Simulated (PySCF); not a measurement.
## C7H15Al: core ionisation energies

Compound: C7H15Al.
Atom-mapped SMILES: `[CH3:1][CH2:2][CH2:3][C@H:4]1[CH2:5][CH2:6][AlH:7][CH2:8]1`

Theory: delta-SCF UKS SCAN, pcX-2 on the ionised atom, pcseg-1 elsewhere, spin-free X2C (PySCF 2.14.0). These are vertical core ionisation energies against the vacuum level, from separate self-consistent calculations with and without the core hole.

Task: List the computed XPS lines with their assignment.

Result: 
```csv
atom(s),bonded to,level,binding energy (eV),above the level's lowest (eV),count
C8,"C, 2 H and Al",C 1s,289.19,0.00,1
C6,"C, 2 H and Al",C 1s,289.29,+0.10,1
C3,2 C and 2 H,C 1s,289.98,+0.79,1
C5,2 C and 2 H,C 1s,290.10,+0.91,1
C4,3 C and H,C 1s,290.10,+0.91,1
C2,2 C and 2 H,C 1s,290.21,+1.02,1
C1,C and 3 H,C 1s,290.36,+1.17,1
Al7,2 C and H,Al 1s,1566.21,0.00,1
```

The listed C 1s values span 1.17 eV, from C8 (bonded to C, 2 H and Al) to C1 (bonded to C and 3 H). Summing the Pauling electronegativity differences to the bonded atoms, each weighted by its formal bond order, gives -1.64 for the lowest site and -1.05 for the highest; the largest sum, -0.35, belongs to C4, 0.26 eV below the top. The values 290.10 and 290.10 eV lie too close for their order to be trusted.

Task: Which photon wavelength matches the C 1s of C4 threshold?

Result: λ = hc/E = 12398.42 eV Å / 290.10 eV = 42.738 Å.

Task: What is the C 1s shift of C3 against C5?

Result: 289.98 − 290.10 = -0.12 eV, or -12 kJ/mol.

The structure is a single PBE0-D3(BJ)/def2-SVP conformer in the gas phase; no vibrational or solvent corrections.
